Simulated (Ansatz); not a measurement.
`C=[CH][GaH][Cl]` + H₂O → `[OH][GaH][Cl]` + ethylene at 400 K and 1 bar (formal hydrolysis of a Ga–C bond).

Isolated molecules relaxed with PBE0-D4/def2-TZVP in Ansatz; ΔE leaves out vibrations. CCSD(T)/CBS is the MP2 limit (def2-TZVPP, def2-QZVPP) plus CCSD(T) − MP2 in def2-TZVPP, frozen cores. This one scheme is used for every species. For Ga outer-core shells are correlated without core-valence functions, which leaves a few kJ/mol of doubt a bond. Scalar relativity is left out up to krypton. Each species was taken in one conformer, which may not be the lowest.

```csv
species,CCSD(T)/CBS energy (Eh),H − E (kJ/mol),S (J/(mol·K))
`C=[CH][GaH][Cl]`,-2462.25636,159.2,362.7
H₂O,-76.37941,69.8,198.6
`[OH][GaH][Cl]`,-2460.17745,79.5,321.1
`C=C`,-78.48111,149.4,232.7
```

H − E and S are ideal-gas, rigid-rotor, harmonic terms from PBE0-D4/def2-TZVP, for one conformer and one mirror image of each species. 1 Eh = 2625.50 kJ/mol, R = 8.31446 J/(mol·K).

Task: By hand: ΔE, ΔH, ΔS and ΔG.

Result: ΔE = (-2460.17745) + (-78.48111) − (-2462.25636) − (-76.37941) = -0.02279 Eh = -59.8 kJ/mol. Δ(H − E) = 79.5 + 149.4 − 159.2 − 69.8 = -0.1, so ΔH = -59.9 kJ/mol. ΔS = 321.1 + 232.7 − 362.7 − 198.6 = -7.5 J/(mol·K). ΔG = -59.9 − 400 × (-7.5)/1000 = -56.9 kJ/mol.

Task: By hand: the equilibrium constant, and the temperature at which ΔG would vanish if ΔH and ΔS stayed fixed.

Result: log₁₀ K = −ΔG/(RT ln 10) = 7.4. ΔG = 0 at ΔH/ΔS = 7987 K, far beyond where these terms or the molecules hold.

The number of gas molecules stays the same, so ΔS is small and ΔH decides. A doubt of 5 kJ/mol in ΔE shifts log₁₀ K by 0.7 here. Other conformers and mirror images would add mixing entropy, several J/(mol·K) or more a flexible species. These are equilibria of isolated gas molecules and say nothing of rates. Largest T1 diagnostic: 0.013 (customary marks: 0.02 for closed shells, 0.045 for open ones).
